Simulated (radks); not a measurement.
The numbers below are computed, except where a source is named.
Tl4+, 77 electrons, occupied as [Xe] 4f14 5d9.

Level of theory: scalar-relativistic Kohn-Sham, BP86, spin-polarised, spherical densities, finite nucleus; open shells are filled with parallel spins first (spin-orbit coupling, left out, can overturn this in heavy ions); Fermi nuclear charge, rms radius 5.4759 fm (a radial shooting solver on a logarithmic mesh with Libxc functionals).

Energy parts (eV):
| part | energy |
|---|---|
| total | -550731.23 |
| kinetic | 619911.25 |
| electron-nucleus | -1369507.19 |
| Hartree | 209180.22 |
| exchange-correlation | -10315.52 |

Orbitals (lengths in bohr, moments of r in powers of bohr; r(90%) holds 90 % of the orbital's charge):
orbital  occ.  eigenvalue (eV)  r(90%)  <1/r>
1s up       1        -85637.56  0.0299  99.39
1s down     1        -85637.56  0.0299  99.39
2s up       1        -15287.13   0.107  23.33
2s down     1        -15287.03   0.107  23.33
2p up       3        -13160.29   0.102  20.60
2p down     3        -13160.21   0.102  20.60
3s up       1        -3684.602   0.260  8.650
3s down     1        -3684.563   0.260  8.650
3p up       3        -3072.072   0.268  7.850
3p down     3        -3072.029   0.268  7.850
3d up       5        -2435.863   0.252  7.374
3d down     5        -2435.792   0.252  7.374
4s up       1        -858.5002   0.561  3.720
4s down     1        -858.4053   0.561  3.719
4p up       3        -657.6005   0.605  3.349
4p down     3        -657.5119   0.605  3.349
4d up       5        -421.6709   0.655  3.008
4d down     5        -421.5686   0.655  3.008
4f up       7        -160.6605   0.745  2.606
4f down     7        -160.5271   0.744  2.607
5s up       1        -177.2928    1.25  1.554
5s down     1        -176.7210    1.25  1.556
5p up       3        -122.1736    1.44  1.331
5p down     3        -121.4899    1.44  1.332
5d up       5         -59.9021    1.93  1.003
5d down     4         -59.1619    1.94  1.003

The highest occupied level is 5d down at -59.162 eV. Summed over all electrons, <r^2> = 33.91 bohr^2, which gives a Langevin (diamagnetic) susceptibility term of -26.9 x 10^-6 cm^3/mol.
